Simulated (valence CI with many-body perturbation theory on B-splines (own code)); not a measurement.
## E1 line list for Nb XXIX

Computed by configuration interaction combined with many-body perturbation theory (CI+MBPT): three valence electrons over a frozen Dirac-Fock core [Ne], radial functions for each j: 11 s, 11 p, 10 d, 8 f, 5 g, 2 h, with the one-electron correlation potential Σ1 (screened to all orders), the two-electron term Σ2, the three-electron term Σ3, Breit, model QED; selected single and double excitations, second order for the rest, scaled by the run's own slope (own B-spline code, finite nucleus).

The last digits are not significant, and no measured levels were compared; by estimate large intervals hold to a few tenths of a per cent, small ones and those within an open d or f shell to about a per cent.

Lines 101 to 150 of 580 in falling wavelength, among levels below 736.83 eV, chosen from the strongest by gf and those to the six lowest levels. Wavelengths and rates use the calculated energies. Electric multipoles are in the length gauge with retardation, E1 and E2 with the static RPA response of the core. Weak lines are less certain than strong ones. Lines between different terms over intervals too small for the method are left out, as are lines whose strength nearly cancels. Where a level lies close to another of its J and parity, the split of strength between their lines is uncertain. The highest levels of a list are the least certain.

Names give the largest LS component (configuration and term), which can be under half, so a name can repeat, a term be missing and a line seem to break the LS rules; names also repeat where a configuration has a term twice. Letters in brackets count levels of one name in rising energy.

```
λ vac (Å)                 Upper                 Lower   A (s⁻¹)  log gf  Branch %
    134.5    3p 3d2 2F°_7/2 [c]         3s 3d2 2D_5/2  3.77e+10   -0.09      18.7
    134.5           3d3 2H_11/2    3p 3d2 2G°_9/2 [b]  7.30e+10    0.38      63.8
    134.2    3p 3d2 2F°_7/2 [b]     3p2 3d 2D_5/2 [d]  2.33e+10   -0.30      17.8
    134.1    3p 3d2 4D°_7/2 [b]         3s 3d2 4F_9/2  8.43e+09   -0.74       6.2
    133.9    3p 3d2 2G°_7/2 [b]         3s 3d2 2F_7/2  2.16e+10   -0.33      12.0
    133.8        3p 3d2 4G°_7/2         3p2 3d 4D_5/2  5.88e+09   -0.90      13.9
    133.6            3d3 2F_5/2    3p 3d2 2D°_3/2 [d]  4.70e+10   -0.12      27.3
    133.6    3p 3d2 2G°_7/2 [b]         3s 3d2 2F_5/2  7.44e+10    0.20      41.3
    133.0      3s 3p 3d 4F°_3/2         3s 3p2 4P_5/2  7.71e+09   -1.09      40.6
    132.9         3p2 3d 4P_5/2  3s 3p 3d 2D°_5/2 [a]  7.22e+09   -0.94       4.3
    132.7         3p2 3d 4F_7/2      3s 3p 3d 4F°_7/2  8.73e+09   -0.73      15.5
    132.6         3s 3d2 2D_3/2  3s 3p 3d 2P°_1/2 [b]  1.39e+10   -0.83       7.8
    132.6    3p 3d2 2D°_5/2 [c]     3p2 3d 2D_3/2 [b]  7.52e+09   -0.92       3.6
    132.6    3p 3d2 2F°_7/2 [a]         3s 3d2 4F_5/2  9.63e+09   -0.69       7.8
    132.4           3p3 2D°_5/2         3s 3p2 4P_5/2  8.99e+08   -1.85      14.3
    132.1            3d3 2H_9/2    3p 3d2 2F°_7/2 [c]  5.72e+10    0.18      40.1
    131.5         3s 3d2 2D_5/2  3s 3p 3d 2P°_3/2 [b]  2.55e+10   -0.40      14.5
    131.3    3p 3d2 2G°_7/2 [a]     3p2 3d 2D_5/2 [b]  3.29e+10   -0.17      31.8
    131.3    3p 3d2 2D°_3/2 [c]         3s 3d2 2D_3/2  1.68e+10   -0.76       8.5
    131.0     3p2 3d 2F_7/2 [b]  3s 3p 3d 2F°_7/2 [a]  3.95e+10   -0.09      24.6
    130.9    3p 3d2 2D°_5/2 [c]         3s 3d2 2D_5/2  1.27e+10   -0.71       6.1
    130.8         3p2 3d 4D_7/2      3s 3p 3d 4D°_7/2  1.37e+10   -0.55      18.7
    130.4    3p 3d2 4D°_7/2 [b]         3s 3d2 4F_7/2  1.44e+10   -0.53      10.6
    130.3            3d3 2P_3/2    3p 3d2 2P°_3/2 [b]  2.35e+10   -0.62      13.1
    130.1    3p 3d2 4D°_5/2 [b]         3s 3d2 4F_7/2  8.30e+09   -0.90       4.9
    129.9     3p2 3d 2D_5/2 [b]  3s 3p 3d 2P°_3/2 [a]  4.26e+10   -0.19      29.0
    129.9    3p 3d2 2P°_3/2 [c]         3s 3d2 2S_1/2  2.16e+10   -0.66       8.7
    129.6       3p 3d2 4G°_11/2     3p2 3d 4F_9/2 [b]  8.94e+09   -0.57      16.5
    129.4         3s 3p2 2D_3/2        3s2 3p 2P°_1/2  1.89e+10   -0.72      94.9
    129.3    3p 3d2 2P°_3/2 [c]         3s 3d2 2P_3/2  7.66e+10   -0.11      30.9
    129.2        3d3 2D_5/2 [b]    3p 3d2 2P°_3/2 [c]  4.81e+10   -0.14      25.4
    129.1        3d3 2D_3/2 [b]    3p 3d2 2P°_3/2 [c]  2.20e+10   -0.66      11.8
    129.0    3p 3d2 2D°_3/2 [b]     3p2 3d 2P_1/2 [a]  1.33e+10   -0.88      12.1
    128.7    3p 3d2 2F°_7/2 [c]     3p2 3d 2D_5/2 [d]  2.27e+10   -0.35      11.3
    128.6    3p 3d2 2D°_5/2 [d]         3s 3d2 2F_7/2  3.43e+10   -0.29      16.9
    128.5    3p 3d2 2F°_5/2 [a]     3p2 3d 2D_5/2 [c]  7.88e+09   -0.93       4.2
    128.1    3p 3d2 2P°_3/2 [a]         3s 3d2 4F_3/2  1.62e+10   -0.80       7.7
    127.9        3p 3d2 4S°_3/2         3s 3d2 4P_3/2  1.45e+10   -0.85       5.9
    127.7  3s 3p 3d 2F°_7/2 [b]         3s2 3d 2D_5/2  8.73e+10    0.23      70.3
    127.7     3p2 3d 2P_1/2 [a]  3s 3p 3d 2D°_3/2 [a]  2.49e+10   -0.91      18.7
    127.6      3s 3p 3d 4D°_3/2         3s 3p2 2D_3/2  3.73e+09   -1.44       3.8
    127.6      3s 3p 3d 4P°_5/2         3s 3p2 2D_3/2  5.65e+08   -2.08       0.8
    127.4    3p 3d2 4D°_5/2 [b]         3s 3d2 4F_5/2  1.85e+10   -0.57      10.8
    127.4     3p2 3d 4F_9/2 [a]      3s 3p 3d 4F°_7/2  1.52e+10   -0.43      36.0
    127.4         3s 3d2 2D_3/2  3s 3p 3d 2P°_1/2 [a]  3.25e+10   -0.50      18.2
    127.2      3s 3p 3d 4D°_1/2         3s 3p2 2D_3/2  1.22e+09   -2.23       1.1
    127.1    3p 3d2 2G°_9/2 [b]         3s 3d2 2G_9/2  2.06e+10   -0.30      10.9
    127.0           3p3 4S°_3/2         3s 3p2 4P_5/2  1.61e+10   -0.81      22.6
    126.9     3p2 3d 2D_5/2 [d]  3s 3p 3d 2F°_7/2 [b]  2.33e+10   -0.47      12.5
    126.8        3p 3d2 4S°_3/2         3s 3d2 4P_1/2  2.08e+10   -0.70       8.5
```

**Question.** How does gf follow from A for the line at 130.9 Å?

**Answer.** gf = 1.4992 × (2J+1)_upper × A / σ², with σ = 763789 cm⁻¹ and 2J+1 = 6: gf = 0.196.
